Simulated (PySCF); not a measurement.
**Correlation energy of Ga (gallium, neutral)**

Starting occupation: [Ar] 3d10 4s1 4p1 5s1, 4s1/2 with m_j = +1/2, 4p3/2 with m_j = +3/2, 5s1/2 with m_j = +1/2. Calculation: PySCF 2.14, in x2c-TZVPall-2c with one added diffuse shell each of s, p, d type (7s8p5d1f, 63 functions); X2C-1e with screened-nucleus spin-orbit coupling, Gaussian nucleus. Frozen: [Ne]; 21 electrons correlated.

MP2 pair energies summed by pair of shells (mhartree):

```tsv
pair	energy	share (%)
3d3/2-3d5/2	-65.06	20.6
3d5/2-3d5/2	-43.69	13.9
3d5/2-3p3/2	-36.31	11.5
3d3/2-3p3/2	-24.67	7.8
3d5/2-3p1/2	-18.93	6.0
3d3/2-3d3/2	-17.92	5.7
3p1/2-3p3/2	-14.07	4.5
3d5/2-3s1/2	-13.51	4.3
3p3/2-3p3/2	-12.36	3.9
3d3/2-3p1/2	-11.97	3.8
3d3/2-3s1/2	-9.03	2.9
3p3/2-3s1/2	-9.00	2.9
3d5/2-4s1/2	-6.41	2.0
3p1/2-3s1/2	-4.58	1.5
3d5/2-4p3/2	-4.31	1.4
3d3/2-4s1/2	-3.81	1.2
4p3/2-4s1/2	-3.27	1.0
3p1/2-3p1/2	-2.79	0.9
3d3/2-4p3/2	-2.58	0.8
4p3/2-5s1/2	-2.55	0.8
3s1/2-3s1/2	-1.77	0.6
4s1/2-5s1/2	-1.58	0.5
3p3/2-4s1/2	-1.31	0.4
3d5/2-5s1/2	-0.78	0.2
3p1/2-4s1/2	-0.64	0.2
3p3/2-4p3/2	-0.62	0.2
3d3/2-5s1/2	-0.51	0.2
3p1/2-4p3/2	-0.35	0.1
3s1/2-4s1/2	-0.29	0.1
3s1/2-4p3/2	-0.17	0.1
```

Total MP2 correlation energy: -315.08 mhartree.

This basis was not built for core-valence correlation, so the inner-shell part is incomplete.
